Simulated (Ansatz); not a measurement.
These are Ansatz (a program for electronic structure) with PBE-D3(BJ)/def2-SVP values and carry that method's errors. No frequencies were computed at this level.

Ansatz 0.2 input:
```yaml
crystal:
  periodic: [false, false, false]
  atoms:
    - { symbol: C, position_ang: [1.202665, 0.038427, 0.002276] }
    - { symbol: N, position_ang: [0.027942, -0.269866, -0.699124] }
    - { symbol: C, position_ang: [-1.200491, -0.059235, -0.056082] }
    - { symbol: H, position_ang: [1.744159, 0.822413, -0.544083] }
    - { symbol: H, position_ang: [1.863259, -0.836849, -0.014243] }
    - { symbol: H, position_ang: [1.050052, 0.367138, 1.041507] }
    - { symbol: H, position_ang: [-1.834342, 0.561312, -0.701039] }
    - { symbol: H, position_ang: [-1.129289, 0.397786, 0.942628] }
    - { symbol: H, position_ang: [-1.723957, -1.021125, 0.028161] }
basis:
  gaussian: { orbitals: def2-svp }
hamiltonian:
  xc: pbe
  dispersion: d3bj
relax:
  max_steps: 150
magnetization:
  spin_polarized: true
  initial_magnetization: 1
```

Output:

```
[...]
reference -3652.28447379 eV, -134.2189788045 hartree; 13, 12 occupied and 59, 60 virtual orbitals, 836 factors
relax step  14: F+E_penalty+E_count = -3652.40602672 eV  Δ(F+E_penalty+E_count) = -5.813e-4 eV  max|allowed force component| = 1.620e-2 eV/Å  Δτ_max = 0.0377 Å  (30 SCF iters, accepted)
these checks for a lower state are left out or cut short: starts, cluster_reference, orbital_swaps, neighbouring_geometries, increment
836 factors; their error is unknown
mean field -3652.28509338 eV, -134.2190015738 hartree, gradient 2.2e-5 eV, S^2 0.752869; 0 other end points of the search recorded, 0 dependent functions left out
reference -3652.28512096 eV, -134.2190025876 hartree; 13, 12 occupied and 59, 60 virtual orbitals, 836 factors
relax step  15: F+E_penalty+E_count = -3652.40674631 eV  Δ(F+E_penalty+E_count) = -7.196e-4 eV  max|allowed force component| = 3.323e-2 eV/Å  Δτ_max = 0.0406 Å  (30 SCF iters, accepted)
these checks for a lower state are left out or cut short: starts, cluster_reference, orbital_swaps, neighbouring_geometries, increment
836 factors; their error is unknown
mean field -3652.26801424 eV, -134.2183739273 hartree, gradient 2.8e-5 eV, S^2 0.752887; 0 other end points of the search recorded, 0 dependent functions left out
reference -3652.26804176 eV, -134.2183749386 hartree; 13, 12 occupied and 59, 60 virtual orbitals, 836 factors
relax step  16: F+E_penalty+E_count = -3652.38998593 eV  Δ(F+E_penalty+E_count) = +1.676e-2 eV  max|allowed force component| = 5.464e-1 eV/Å  Δτ_max = 0.1974 Å  (29 SCF iters, rejected (line search))
these checks for a lower state are left out or cut short: starts, cluster_reference, orbital_swaps, neighbouring_geometries, increment
836 factors; their error is unknown
mean field -3652.28553509 eV, -134.2190178066 hartree, gradient 1.9e-5 eV, S^2 0.752854; 0 other end points of the search recorded, 0 dependent functions left out
reference -3652.28556273 eV, -134.2190188222 hartree; 13, 12 occupied and 59, 60 virtual orbitals, 836 factors
relax step  17: F+E_penalty+E_count = -3652.40754402 eV  Δ(F+E_penalty+E_count) = -7.977e-4 eV  max|allowed force component| = 2.755e-2 eV/Å  Δτ_max = 0.0434 Å  (31 SCF iters, accepted)
these checks for a lower state are left out or cut short: starts, cluster_reference, orbital_swaps, neighbouring_geometries, increment
836 factors; their error is unknown
mean field evaluation 128: about -3652.2891 eV, gradient 9.5e-4 eV
mean field -3652.28912515 eV, -134.2191497387 hartree, gradient 2.5e-5 eV, S^2 0.752828; 0 other end points of the search recorded, 0 dependent functions left out
reference -3652.28915283 eV, -134.2191507561 hartree; 13, 12 occupied and 59, 60 virtual orbitals, 836 factors
relax step  18: F+E_penalty+E_count = -3652.41131518 eV  Δ(F+E_penalty+E_count) = -3.771e-3 eV  max|allowed force component| = 3.254e-2 eV/Å  Δτ_max = 0.0999 Å  (31 SCF iters, accepted)
these checks for a lower state are left out or cut short: starts, cluster_reference, orbital_swaps, neighbouring_geometries, increment
836 factors; their error is unknown
mean field -3652.28617849 eV, -134.2190414509 hartree, gradient 2.5e-5 eV, S^2 0.752835; 0 other end points of the search recorded, 0 dependent functions left out
reference -3652.28620612 eV, -134.2190424665 hartree; 13, 12 occupied and 59, 60 virtual orbitals, 836 factors
relax step  19: F+E_penalty+E_count = -3652.40860971 eV  Δ(F+E_penalty+E_count) = +2.705e-3 eV  max|allowed force component| = 4.092e-1 eV/Å  Δτ_max = 0.1464 Å  (31 SCF iters, rejected (line search))
these checks for a lower state are left out or cut short: starts, cluster_reference, orbital_swaps, neighbouring_geometries, increment
836 factors; their error is unknown
mean field -3652.29176347 eV, -134.2192466952 hartree, gradient 2.3e-5 eV, S^2 0.752802; 0 other end points of the search recorded, 0 dependent functions left out
reference -3652.29179112 eV, -134.2192477115 hartree; 13, 12 occupied and 59, 60 virtual orbitals, 836 factors
relax step  20: F+E_penalty+E_count = -3652.41418093 eV  Δ(F+E_penalty+E_count) = -2.866e-3 eV  max|allowed force component| = 5.582e-2 eV/Å  Δτ_max = 0.0732 Å  (31 SCF iters, accepted)
these checks for a lower state are left out or cut short: starts, cluster_reference, orbital_swaps, neighbouring_geometries, increment
836 factors; their error is unknown
mean field -3652.29414170 eV, -134.2193340937 hartree, gradient 2.3e-5 eV, S^2 0.752799; 0 other end points of the search recorded, 0 dependent functions left out
reference -3652.29416936 eV, -134.2193351100 hartree; 13, 12 occupied and 59, 60 virtual orbitals, 836 factors
relax step  21: F+E_penalty+E_count = -3652.41665115 eV  Δ(F+E_penalty+E_count) = -2.470e-3 eV  max|allowed force component| = 1.005e-1 eV/Å  Δτ_max = 0.0731 Å  (31 SCF iters, accepted)
these checks for a lower state are left out or cut short: starts, cluster_reference, orbital_swaps, neighbouring_geometries, increment
836 factors; their error is unknown
mean field -3652.29507239 eV, -134.2193682957 hartree, gradient 2.6e-5 eV, S^2 0.752794; 0 other end points of the search recorded, 0 dependent functions left out
reference -3652.29509999 eV, -134.2193693100 hartree; 13, 12 occupied and 59, 60 virtual orbitals, 836 factors
relax step  22: F+E_penalty+E_count = -3652.41776249 eV  Δ(F+E_penalty+E_count) = -1.111e-3 eV  max|allowed force component| = 1.999e-1 eV/Å  Δτ_max = 0.0771 Å  (30 SCF iters, accepted)
these checks for a lower state are left out or cut short: starts, cluster_reference, orbital_swaps, neighbouring_geometries, increment
836 factors; their error is unknown
mean field evaluation 160: about -3652.3371 eV, gradient 8.3e-1 eV
mean field -3652.29748165 eV, -134.2194568344 hartree, gradient 1.8e-5 eV, S^2 0.752782; 0 other end points of the search recorded, 0 dependent functions left out
reference -3652.29750919 eV, -134.2194578467 hartree; 13, 12 occupied and 59, 60 virtual orbitals, 836 factors
relax step  23: F+E_penalty+E_count = -3652.42018495 eV  Δ(F+E_penalty+E_count) = -2.422e-3 eV  max|allowed force component| = 1.169e-1 eV/Å  Δτ_max = 0.0309 Å  (30 SCF iters, accepted)
these checks for a lower state are left out or cut short: starts, cluster_reference, orbital_swaps, neighbouring_geometries, increment
836 factors; their error is unknown
mean field -3652.30166166 eV, -134.2196104470 hartree, gradient 1.4e-5 eV, S^2 0.752775; 0 other end points of the search recorded, 0 dependent functions left out
reference -3652.30168908 eV, -134.2196114548 hartree; 13, 12 occupied and 59, 60 virtual orbitals, 836 factors
relax step  24: F+E_penalty+E_count = -3652.42464120 eV  Δ(F+E_penalty+E_count) = -4.456e-3 eV  max|allowed force component| = 1.548e-1 eV/Å  Δτ_max = 0.1186 Å  (30 SCF iters, accepted)
these checks for a lower state are left out or cut short: starts, cluster_reference, orbital_swaps, neighbouring_geometries, increment
836 factors; their error is unknown
mean field -3652.29944722 eV, -134.2195290679 hartree, gradient 8.4e-6 eV, S^2 0.752808; 0 other end points of the search recorded, 0 dependent functions left out
reference -3652.29947460 eV, -134.2195300742 hartree; 13, 12 occupied and 59, 60 virtual orbitals, 836 factors
relax step  25: F+E_penalty+E_count = -3652.42250117 eV  Δ(F+E_penalty+E_count) = +2.140e-3 eV  max|allowed force component| = 3.804e-1 eV/Å  Δτ_max = 0.1448 Å  (31 SCF iters, rejected (line search))
these checks for a lower state are left out or cut short: starts, cluster_reference, orbital_swaps, neighbouring_geometries, increment
836 factors; their error is unknown
mean field -3652.30619227 eV, -134.2197769439 hartree, gradient 2.3e-5 eV, S^2 0.752756; 0 other end points of the search recorded, 0 dependent functions left out
reference -3652.30621965 eV, -134.2197779499 hartree; 13, 12 occupied and 59, 60 virtual orbitals, 836 factors
relax step  26: F+E_penalty+E_count = -3652.42937761 eV  Δ(F+E_penalty+E_count) = -4.736e-3 eV  max|allowed force component| = 8.673e-2 eV/Å  Δτ_max = 0.0724 Å  (31 SCF iters, accepted)
these checks for a lower state are left out or cut short: starts, cluster_reference, orbital_swaps, neighbouring_geometries, increment
836 factors; their error is unknown
mean field evaluation 192: about -3652.3113 eV, gradient 2.1e-3 eV
mean field -3652.31131823 eV, -134.2199653194 hartree, gradient 2.1e-5 eV, S^2 0.752759; 0 other end points of the search recorded, 0 dependent functions left out
reference -3652.31134548 eV, -134.2199663208 hartree; 13, 12 occupied and 59, 60 virtual orbitals, 836 factors
relax step  27: F+E_penalty+E_count = -3652.43474492 eV  Δ(F+E_penalty+E_count) = -5.367e-3 eV  max|allowed force component| = 1.104e-1 eV/Å  Δτ_max = 0.0975 Å  (31 SCF iters, accepted)
these checks for a lower state are left out or cut short: starts, cluster_reference, orbital_swaps, neighbouring_geometries, increment
836 factors; their error is unknown
mean field -3652.30774839 eV, -134.2198341301 hartree, gradient 2.3e-5 eV, S^2 0.752798; 0 other end points of the search recorded, 0 dependent functions left out
reference -3652.30777564 eV, -134.2198351318 hartree; 13, 12 occupied and 59, 60 virtual orbitals, 836 factors
relax step  28: F+E_penalty+E_count = -3652.43133225 eV  Δ(F+E_penalty+E_count) = +3.413e-3 eV  max|allowed force component| = 3.442e-1 eV/Å  Δτ_max = 0.1463 Å  (31 SCF iters, rejected (line search))
these checks for a lower state are left out or cut short: starts, cluster_reference, orbital_swaps, neighbouring_geometries, increment
836 factors; their error is unknown
mean field -3652.31557786 eV, -134.2201218579 hartree, gradient 2.2e-5 eV, S^2 0.752750; 0 other end points of the search recorded, 0 dependent functions left out
reference -3652.31560509 eV, -134.2201228585 hartree; 13, 12 occupied and 59, 60 virtual orbitals, 836 factors
relax step  29: F+E_penalty+E_count = -3652.43910466 eV  Δ(F+E_penalty+E_count) = -4.360e-3 eV  max|allowed force component| = 4.029e-2 eV/Å  Δτ_max = 0.0732 Å  (31 SCF iters, accepted)
these checks for a lower state are left out or cut short: starts, cluster_reference, orbital_swaps, neighbouring_geometries, increment
836 factors; their error is unknown
mean field -3652.31800843 eV, -134.2202111796 hartree, gradient 1.0e-5 eV, S^2 0.752760; 0 other end points of the search recorded, 0 dependent functions left out
reference -3652.31803566 eV, -134.2202121805 hartree; 13, 12 occupied and 59, 60 virtual orbitals, 836 factors
relax step  30: F+E_penalty+E_count = -3652.44171413 eV  Δ(F+E_penalty+E_count) = -2.609e-3 eV  max|allowed force component| = 6.459e-2 eV/Å  Δτ_max = 0.0734 Å  (31 SCF iters, accepted)
these checks for a lower state are left out or cut short: starts, cluster_reference, orbital_swaps, neighbouring_geometries, increment
836 factors; their error is unknown
mean field -3652.31893715 eV, -134.2202453095 hartree, gradient 2.4e-5 eV, S^2 0.752778; 0 other end points of the search recorded, 0 dependent functions left out
reference -3652.31896449 eV, -134.2202463142 hartree; 13, 12 occupied and 59, 60 virtual orbitals, 836 factors
relax step  31: F+E_penalty+E_count = -3652.44268683 eV  Δ(F+E_penalty+E_count) = -9.727e-4 eV  max|allowed force component| = 1.471e-1 eV/Å  Δτ_max = 0.0978 Å  (31 SCF iters, accepted)
these checks for a lower state are left out or cut short: starts, cluster_reference, orbital_swaps, neighbouring_geometries, increment
836 factors; their error is unknown
mean field evaluation 224: about -3652.3681 eV, gradient 1.5e-3 eV
mean field -3652.32073165 eV, -134.2203112563 hartree, gradient 1.9e-5 eV, S^2 0.752766; 0 other end points of the search recorded, 0 dependent functions left out
reference -3652.32075899 eV, -134.2203122611 hartree; 13, 12 occupied and 59, 60 virtual orbitals, 836 factors
relax step  32: F+E_penalty+E_count = -3652.44446008 eV  Δ(F+E_penalty+E_count) = -1.773e-3 eV  max|allowed force component| = 6.521e-2 eV/Å  Δτ_max = 0.0108 Å  (32 SCF iters, accepted)
these checks for a lower state are left out or cut short: starts, cluster_reference, orbital_swaps, neighbouring_geometries, increment
836 factors; their error is unknown
mean field -3652.32169913 eV, -134.2203468103 hartree, gradient 1.4e-5 eV, S^2 0.752759; 0 other end points of the search recorded, 0 dependent functions left out
reference -3652.32172650 eV, -134.2203478163 hartree; 13, 12 occupied and 59, 60 virtual orbitals, 836 factors
relax step  33: F+E_penalty+E_count = -3652.44550784 eV  Δ(F+E_penalty+E_count) = -1.048e-3 eV  max|allowed force component| = 9.735e-3 eV/Å  Δτ_max = 0.0367 Å  (31 SCF iters, accepted)
836 factors; their error is unknown
mean field -3652.32169913 eV, -134.2203468103 hartree, gradient 2.3e-5 eV, S^2 0.752759; 1 other end points of the search recorded, 0 dependent functions left out
reference -3652.32172650 eV, -134.2203478163 hartree; 13, 12 occupied and 59, 60 virtual orbitals, 836 factors
Total energy: -3652.44553522 eV, -134.2248977027 hartree
Atom 0 at     1.183983    -0.122288     0.036989 Å, force     0.008502    -0.003936    -0.002335 eV/Å
Atom 1 at     0.045689    -0.322358    -0.805880 Å, force    -0.000387     0.002182     0.003592 eV/Å
Atom 2 at    -1.175830     0.069755    -0.173066 Å, force    -0.009735    -0.002531    -0.006465 eV/Å
Atom 3 at     1.336992     0.965167     0.264623 Å, force    -0.001162    -0.001338     0.002549 eV/Å
Atom 4 at     2.109750    -0.504257    -0.439053 Å, force     0.002420     0.003446     0.001172 eV/Å
Atom 5 at     1.071325    -0.612868     1.039039 Å, force    -0.001248    -0.002597    -0.001301 eV/Å
Atom 6 at    -2.032325     0.001438    -0.874136 Å, force    -0.001313    -0.000500     0.003274 eV/Å
Atom 7 at    -1.136468     1.110320     0.242692 Å, force     0.000061     0.001829    -0.002562 eV/Å
Atom 8 at    -1.403118    -0.584907     0.708794 Å, force     0.002861     0.003444     0.002075 eV/Å
Dipole moment:    -0.018879     0.129390     0.326991 e Å
```

Cost: roughly 50 core-seconds.
